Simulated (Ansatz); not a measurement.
Two members of one family (Series TiX4), computed with Ansatz in the gas phase. The two geometries come from different levels. Binding counts from free atoms in the multiplicity of their measured ground term, without zero-point energy. A dash marks a value that wasn't run or was left out as unsound. The structures are stationary points that may keep the symmetry of their start. Remarks come from the PBE and PBE0 runs and from stability tests at other levels; not every state was tested. HOMO above LUMO (over both spins in singlets and doublets, within one spin in higher multiplets; at PBE or PBE0), or a gap under 0.15 eV within one spin, warns that the state may not be the lowest or that an electron is smeared out.

First: TiBr4 (singlet, charge 0, PBE0-D4/def2-SVP geometry).

```xyz
5

Ti    0.000    0.000    0.000
Br   -1.656    1.452   -0.683
Br    0.364    0.259    2.263
Br    1.947    0.459   -1.149
Br   -0.654   -2.169   -0.430
```

```json
{"level": "PBE-D4/def2-SVP", "HOMO (eV)": "-7.41", "LUMO (eV)": "-4.38", "gap (eV)": "3.03", "vertical triplet (eV)": "–", "binding per atom (eV)": "3.50"}
{"level": "r2SCAN-D4/def2-TZVP", "HOMO (eV)": "-7.90", "LUMO (eV)": "-4.49", "gap (eV)": "3.41", "vertical triplet (eV)": "3.20", "binding per atom (eV)": "–"}
{"level": "PBE0-D4/def2-SVP", "HOMO (eV)": "-8.70", "LUMO (eV)": "-3.75", "gap (eV)": "4.95", "vertical triplet (eV)": "–", "binding per atom (eV)": "3.18"}
{"level": "PBE0-D4/def2-TZVP", "HOMO (eV)": "-8.76", "LUMO (eV)": "-3.69", "gap (eV)": "5.07", "vertical triplet (eV)": "3.02", "binding per atom (eV)": "3.18"}
{"level": "r2SCAN0-D4/def2-TZVP", "HOMO (eV)": "-9.00", "LUMO (eV)": "-3.69", "gap (eV)": "5.31", "vertical triplet (eV)": "–", "binding per atom (eV)": "3.12"}
```

Metal–donor distances: 4 × Br 2.31 Å. Remarks: gap within one spin near zero at PBE or PBE0 (triplet).

Second: TiH4 (singlet, charge 0, B3LYP-D4/def2-TZVP geometry).

```xyz
5

Ti    0.0000   -0.0002   -0.0001
H     1.3542    0.5606   -0.8496
H    -1.4010    0.7019   -0.6441
H     0.1435    0.4235    1.6343
H    -0.0967   -1.6859   -0.1405
```

Estimate how these quantities change from the first to the second (second minus first).


```csv
level,Δ HOMO (eV),Δ LUMO (eV),Δ gap (eV),Δ vertical triplet (eV),Δ binding per atom (eV)
PBE-D4/def2-SVP,-0.05,0.09,0.14,–,-1.28
r2SCAN-D4/def2-TZVP,0.10,0.42,0.32,-0.33,–
PBE0-D4/def2-SVP,-0.17,0.91,1.08,–,-1.15
PBE0-D4/def2-TZVP,-0.06,0.83,0.89,-0.22,-1.13
r2SCAN0-D4/def2-TZVP,-0.06,0.96,1.02,–,-1.07
```

Metal–donor distances: 4 × H 1.69 Å. Remarks: gap within one spin near zero at PBE or PBE0 (triplet).
